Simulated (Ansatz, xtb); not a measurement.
**Relative energy of two structures of ClGaGeH5N**

Structure X is a singlet given by its coordinates and structure Y is `[NH2][Ga]([Cl])[GeH3]`, a singlet. Both are isolated molecules in the gas phase, relaxed with PBE0-D3(BJ)/def2-SVP; the shapes shown needn't be the lowest conformers.

X (Å):

```xyz
9

Cl   -0.9090   -3.3493   -0.5301
Ga   -1.0939   -1.1288   -1.3437
Ge   -2.2496   -2.4376    1.3301
N    -1.8402   -0.6291    0.4590
H    -3.5646   -2.5257    0.4287
H    -1.1822   -0.0901    1.0227
H    -2.6891   -0.0694    0.3675
H    -2.2639   -1.1080   -2.3777
H     0.3630   -0.5830   -1.4923
```

Close contacts (Å): Cl1–Ga2 2.37, Cl1–Ge3 2.47, Ga2–N4 2.01, Ge3–N4 2.05, Ga2–H8 1.56, Ga2–H9 1.56, Ge3–H5 1.60, N4–H6 1.02, N4–H7 1.02.

Y (Å):

```yaml
atoms:
  - { symbol: Cl, position_ang: [-0.4963, -2.4630, 2.0930] }
  - { symbol: Ga, position_ang: [-1.6593, -1.5216, 0.5254] }
  - { symbol: Ge, position_ang: [-0.8519, -1.4902, -1.7525] }
  - { symbol: N, position_ang: [-3.2008, -0.8219, 1.1468] }
  - { symbol: H, position_ang: [-3.8844, -0.3395, 0.5769] }
  - { symbol: H, position_ang: [-3.4759, -0.8734, 2.1206] }
  - { symbol: H, position_ang: [0.5038, -0.7659, -1.8261] }
  - { symbol: H, position_ang: [-1.8448, -0.7643, -2.6802] }
  - { symbol: H, position_ang: [-0.6623, -2.9272, -2.2691] }
```

Estimate which is lower in electronic energy at CCSD(T)/def2-SVP + ΔMP2/def2-TZVPP, and by roughly how much.

The CCSD(T)/def2-SVP + ΔMP2/def2-TZVPP calculation puts structure Y lower, by 44.8 kJ/mol.

Level by level:

```tsv
level	geometry	E(Y) − E(X) (kJ/mol)	departure from the last row (kJ/mol)	job, with rough time for the two
GFN2-xTB	GFN2-xTB	+65.6	+110.4	optimisation, 0.43 s
HF/STO-3G	GFN2-xTB	−115.7	−70.9	single point, 0.68 s
r2SCAN-D4/def2-SVP	GFN2-xTB	−37.5	+7.2	single point, 3.2 s
PBE0-D3(BJ)/def2-SVP	PBE0-D3(BJ)/def2-SVP	−31.8	+12.9	optimisation, 1.8 min
HF/def2-SVP	PBE0-D3(BJ)/def2-SVP	−47.4	−2.6	part of the CCSD(T) run
MP2/def2-SVP	PBE0-D3(BJ)/def2-SVP	−45.4	−0.6	part of the CCSD(T) run
CCSD(T)/def2-SVP	PBE0-D3(BJ)/def2-SVP	−36.2	+8.6	single point
CCSD(T)/def2-SVP + ΔMP2/def2-TZVPP	PBE0-D3(BJ)/def2-SVP	−44.8		single point, 50 s
```

GFN2-xTB puts the two in the other order. The largest departure from CCSD(T)/def2-SVP + ΔMP2/def2-TZVPP is that of GFN2-xTB, 110.4 kJ/mol. The last row adds to CCSD(T) the change of the MP2 difference between the two basis sets, here −8.6 kJ/mol.

With harmonic frequencies from PBE0-D3(BJ)/def2-SVP (ideal gas, rigid rotor, one conformer each, 298.15 K, 1 atm): on the last row, ΔE + ΔZPE = −47.5 kJ/mol. A mode under 50 cm⁻¹ makes harmonic enthalpies and free energies unreliable, so none is given.

The correlated steps freeze 24 core orbitals; the filled d shell of Ga and Ge is correlated, in a basis made for valence electrons. Run with Ansatz 0.2.0, xtb 6.7.1; the last row on 2 threads of Intel(R) Xeon(R) 6975P-C (Granite Rapids) on a shared host.
